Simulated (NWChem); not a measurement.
The numbers come from NWChem runs, not from measurements. System: diarsenic (As₂), charge 0, spin multiplicity 1, at a geometry optimised with PBE0/def2-SVP. Level: RHF/def2-TZVP.

Job file:

```
start mol
memory heap 200 mb stack 900 mb global 1100 mb
geometry units angstroms nocenter noautoz
  As     0.000000     0.000000     1.045631
  As     0.000000     0.000000    -1.045631
  symmetry group D2h
end
basis spherical
  * library def2-tzvp
end
scf
  rhf
  nopen 0
  maxiter 100
  thresh 1e-7
  semidirect memsize 60000000 filesize 0
end
task scf energy
```

NWChem printed:

```
             Northwest Computational Chemistry Package (NWChem) 7.3.0
             --------------------------------------------------------

                                NWChem Input Module
                                -------------------

 Scaling coordinates for geometry "geometry" by  1.889725989
 (inverse scale =  0.529177249)

 Turning off AUTOSYM since
 SYMMETRY directive was detected!

                             Geometry "geometry" -> ""
                             -------------------------

 Output coordinates in angstroms (scale by  1.889725989 to convert to a.u.)

  No.       Tag          Charge          X              Y              Z
 ---- ---------------- ---------- -------------- -------------- --------------
    1 As                  33.0000     0.00000000     0.00000000     1.04563100
    2 As                  33.0000     0.00000000     0.00000000    -1.04563100

 Effective nuclear repulsion energy (a.u.)     275.5628056937

            Nuclear Dipole moment (a.u.)
            ----------------------------
        X                 Y               Z
 ---------------- ---------------- ----------------
     0.0000000000     0.0000000000     0.0000000000

      Symmetry information
      --------------------

 Group name             D2h
 Group number             26
 Group order               8
 No. of unique centers     1

      Symmetry unique atoms

     1


 Summary of "ao basis" -> "" (spherical)
 ------------------------------------------------------------------------------
       Tag                 Description            Shells   Functions and Types
 ---------------- ------------------------------  ------  ---------------------
 *                         def2-tzvp                  on all atoms

 Summary of "ao basis" -> "ao basis" (spherical)
 ------------------------------------------------------------------------------
       Tag                 Description            Shells   Functions and Types
 ---------------- ------------------------------  ------  ---------------------
 As                        def2-tzvp                16       48   6s5p4d1f
[...]
    20      0.310552  1 As py                68      0.310552  2 As py
    11     -0.194082  1 As py                59     -0.194082  2 As py

 Vector   33  Occ=2.000000D+00  E=-3.400938D-01  Symmetry=b3u
              MO Center=  4.7D-16,  1.6D-31,  3.4D-17, r^2= 2.7D+00
   Bfn.  Coefficient  Atom+Function         Bfn.  Coefficient  Atom+Function
  ----- ------------  ---------------      ----- ------------  ---------------
    16      0.337538  1 As px                64      0.337538  2 As px
    19      0.310552  1 As px                67      0.310552  2 As px
    10     -0.194082  1 As px                58     -0.194082  2 As px

 Vector   34  Occ=0.000000D+00  E= 1.334787D-02  Symmetry=b2g
              MO Center= -1.1D-17,  1.8D-32,  2.0D-17, r^2= 4.2D+00
   Bfn.  Coefficient  Atom+Function         Bfn.  Coefficient  Atom+Function
  ----- ------------  ---------------      ----- ------------  ---------------
    19      0.614054  1 As px                67     -0.614054  2 As px
    16      0.293527  1 As px                64     -0.293527  2 As px
    10     -0.194278  1 As px                58      0.194278  2 As px

 Vector   35  Occ=0.000000D+00  E= 1.334787D-02  Symmetry=b3g
              MO Center= -5.4D-31,  5.9D-18,  1.1D-16, r^2= 4.2D+00
   Bfn.  Coefficient  Atom+Function         Bfn.  Coefficient  Atom+Function
  ----- ------------  ---------------      ----- ------------  ---------------
    20      0.614054  1 As py                68     -0.614054  2 As py
    17      0.293527  1 As py                65     -0.293527  2 As py
    11     -0.194278  1 As py                59      0.194278  2 As py

 Vector   36  Occ=0.000000D+00  E= 1.589911D-01  Symmetry=b1u
              MO Center= -8.3D-21,  7.3D-21, -3.5D-15, r^2= 7.7D+00
   Bfn.  Coefficient  Atom+Function         Bfn.  Coefficient  Atom+Function
  ----- ------------  ---------------      ----- ------------  ---------------
     6      2.629806  1 As s                 54     -2.629806  2 As s
    21     -2.208204  1 As pz                69     -2.208204  2 As pz
    39      0.363605  1 As d  0              87     -0.363605  2 As d  0
    18     -0.249511  1 As pz                66     -0.249511  2 As pz

 center of mass
 --------------
 x =   0.00000000 y =   0.00000000 z =   0.00000000

 moments of inertia (a.u.)
 ------------------
         585.048151349117           0.000000000000           0.000000000000
           0.000000000000         585.048151349117           0.000000000000
           0.000000000000           0.000000000000           0.000000000000

  Mulliken analysis of the total density
  --------------------------------------

    Atom       Charge   Shell Charges
 -----------   ------   -------------------------------------------------------
    1 As  33    33.00   2.00  2.00  1.17  0.78  0.99  0.91  5.99  5.76  0.37  1.56  1.36  8.94  1.06  0.01  0.08  0.01
    2 As  33    33.00   2.00  2.00  1.17  0.78  0.99  0.91  5.99  5.76  0.37  1.56  1.36  8.94  1.06  0.01  0.08  0.01

       Multipole analysis of the density wrt the origin
       ------------------------------------------------

     L   x y z        total         open         nuclear
     -   - - -        -----         ----         -------
     0   0 0 0     -0.000000      0.000000     66.000000

     1   1 0 0     -0.000000      0.000000      0.000000
     1   0 1 0      0.000000      0.000000      0.000000
     1   0 0 1     -0.000000      0.000000      0.000000

     2   2 0 0    -26.897099      0.000000      0.000000
     2   1 1 0     -0.000000      0.000000      0.000000
     2   1 0 1      0.000000      0.000000      0.000000
     2   0 2 0    -26.897099      0.000000      0.000000
     2   0 1 1     -0.000000      0.000000      0.000000
     2   0 0 2    -25.669692      0.000000    257.690559

 Task  times  cpu:        1.4s     wall:        1.4s

 Total times  cpu:        1.4s     wall:        1.4s
```
